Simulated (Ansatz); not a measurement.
A structure relaxed at PBE0-D4/def2-TZVP, charge 0, multiplicity 1:

```xyz
14

C    -1.323    0.387    0.768
C     0.005   -0.144    0.249
N     1.068    0.324    1.094
Si    0.310    0.423   -1.535
S    -0.204   -1.996    0.196
H    -2.156    0.074    0.136
H    -1.512    0.018    1.782
H    -1.292    1.478    0.805
H     0.924    0.034    2.056
H     1.971   -0.025    0.800
H    -0.793   -0.044   -2.410
H     1.601   -0.165   -1.991
H     0.406    1.906   -1.603
H     0.995   -2.271   -0.345
```

(1) Give its formula and SMILES.

(2) Point group (tolerance 0.08 Å, 0.16 Å for H)?

(3) Summarise the bond lengths by kind.

Answers

(1) C2H9NSSi, `CC(N)([SiH3])S`.

(2) C1.

(3) 1 × C–C 1.522 Å; 3 × C–H 1.091 to 1.096 Å; 1 × C–N 1.436 Å; 1 × C–Si 1.897 Å; 1 × C–S 1.864 Å; 2 × H–N 1.012 to 1.015 Å; 3 × H–Si 1.483 to 1.490 Å; 1 × H–S 1.343 Å.

Computed with Ansatz.
